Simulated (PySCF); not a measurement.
Sn(OH)3 (H3O3Sn), SMILES [OH][Sn+]([OH])[OH], charge +1.

Coordinates come from a PBE0-D3(BJ)/def2-SVP optimisation. The multiplicity is an assumed one; other spin states were not compared. The isomer is the one that the SMILES or the coordinates give; other isomers of the formula were not compared. The def2 effective core potentials stand for the cores of Sn; spin–orbit coupling is left out. One conformer was computed; it need not be the lowest.

Two levels are set side by side: TDDFT-PBE/def2-SVPD (PySCF) and TDDFT-PBE0/def2-SVPD (PySCF). Vertical, same geometry. The lowest singlet is HOMO→LUMO 100 % with PBE and HOMO→LUMO 99 % with the other functional; states are paired by order. Differences are taken from unrounded values.

```json
[
 {"quantity": "lowest singlet excitation (eV)", "TDDFT-PBE0": "4.54", "TDDFT-PBE": "3.80", "TDDFT-PBE minus TDDFT-PBE0": "-0.74"},
 {"quantity": "lowest triplet excitation (TDA) (eV)", "TDDFT-PBE0": "4.06", "TDDFT-PBE": "3.40", "TDDFT-PBE minus TDDFT-PBE0": "-0.66"},
 {"quantity": "first bright state (f over 0.05) (eV)", "TDDFT-PBE0": "5.62", "TDDFT-PBE": "4.96", "TDDFT-PBE minus TDDFT-PBE0": "-0.66"},
 {"quantity": "its oscillator strength", "TDDFT-PBE0": "0.08", "TDDFT-PBE": "0.05", "TDDFT-PBE minus TDDFT-PBE0": "-0.03"}
]
```

Functionals without exact exchange tend to place singlet excitations lower, as here. Differences between two approximate levels are no errors against the true value.

Rough cost on one machine, each run with all the roots and properties that it gave: TDDFT-PBE0 against TDDFT-PBE about 3 times.
